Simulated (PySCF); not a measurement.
A structure optimised at GFN2-xTB (Å):
```
atom  x, y, z in Å
C1     0.8091   -1.3120    0.4865
O2     0.6652   -0.4459   -0.6683
C3     1.3537    0.8194   -0.4979
C4    -0.7408   -0.2123   -0.9410
S5    -1.6784    0.6824    0.4615
O6    -2.9948    0.7481   -0.1022
O7    -0.9501    1.9322    0.5797
O8    -1.4890   -0.2131    1.5881
H9     0.5086   -2.3115    0.1732
H10    1.8552   -1.3235    0.7821
H11    0.1528   -0.9697    1.3003
H12    0.7775    1.4779    0.1687
H13    2.3521    0.6215   -0.1157
H14    1.4257    1.2767   -1.4843
H15   -0.8246    0.4081   -1.8278
H16   -1.2298   -1.1694   -1.0924
```

Neutral, closed shell.

Q: Read off the bonds between heavy atoms and their formal orders.

A: C1–O2 1.45 Å (single); O2–C3 1.45 Å (single); O2–C4 1.45 Å (single); C4–S5 1.91 Å (single); S5–O6 1.43 Å (double); S5–O7 1.45 Å (double); S5–O8 1.45 Å (single). Bonds to hydrogen (Å): C1–H9 1.09; C1–H10 1.09; C1–H11 1.10; C3–H12 1.10; C3–H13 1.09; C3–H14 1.09; C4–H15 1.09; C4–H16 1.09. The orders are those of one drawing; other resonance forms can be drawn.

Q: Write the SMILES.

A: `C[O+](C)CS(=O)(=O)[O-]`, C3H8O4S.

Q: What is the point group of this geometry?

A: Cs (every atom within 0.08 Å of its image).

Q: Describe the place of each heavy atom.

A: C1/C3: O-methyl carbon; O2: oxonium oxygen; C4: sp3 carbon bound to oxygen; S5: sulfonyl sulfur; O6/O7/O8: oxygen bonded to S.

Q: What is the arrangement about C1?

A: It has 4 neighbours (O2, H9, H10, H11) and is tetrahedral (angles from 106.9° to 112.1°).

Q: What is the arrangement about C4?

A: It has 4 neighbours (O2, S5, H15, H16) and is distorted tetrahedral (angles from 107.1° to 114.4°).

These are computed values.
